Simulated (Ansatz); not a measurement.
CH$_{6}$BF$_{2}$NSi (`B[C@@H](F)[Si@@H](N)F`). Charge 0, multiplicity 1.

Cartesian coordinates in Å:
```
B -1.231 -1.524 -0.600
C 0.056 -0.707 -0.711
F 0.193 0.089 -1.858
Si 0.171 0.432 0.816
N 1.193 1.698 0.369
F -1.321 0.886 1.200
H -2.138 -1.388 -1.362
H -1.316 -2.276 0.327
H 0.954 -1.337 -0.625
H 0.682 -0.274 2.009
H 1.204 2.027 -0.583
H 1.551 2.375 1.020
```

(1) List the harmonic frequencies (cm⁻¹, unscaled) at PBE0-D4/def2-TZVP in Ansatz. (Estimate.)

(2) Is this a minimum?

(3) Give the ideal-gas thermochemistry at 298.15 K and 1 bar (rigid rotor, harmonic oscillator; point group C1, symmetry number 1).

(4) And at 400, 500, 600, 800 and 1000 K?

## Answers

(1) Computed: 54, 121, 167, 210, 270, 303, 354, 372, 395, 451, 616, 715, 780, 831, 844, 890, 912, 963, 998, 1050, 1098, 1230, 1312, 1570, 2268, 2593, 2689, 3026, 3615, 3715.

(2) Yes, all 30 modes are real.

(3) Zero-point energy 205.8 kJ/mol; H(298) − E = 230.4 kJ/mol; entropy 371.0 J/(mol·K), of which translation 167.4, rotation 114.7, vibration 88.9; G(298) − E = 119.8 kJ/mol. Modes under 100 cm⁻¹ are hindered rotations or soft bends, so the harmonic entropy is rough.

(4) 
```
T (K)  H − E (kJ/mol)  S (J/mol/K)  G − E (kJ/mol)
  400           245.1        413.2            79.8
  500           261.8        450.3            36.6
  600           280.1        483.7           -10.1
  800           320.5        541.7          -112.8
 1000           364.5        590.7          -226.2
```
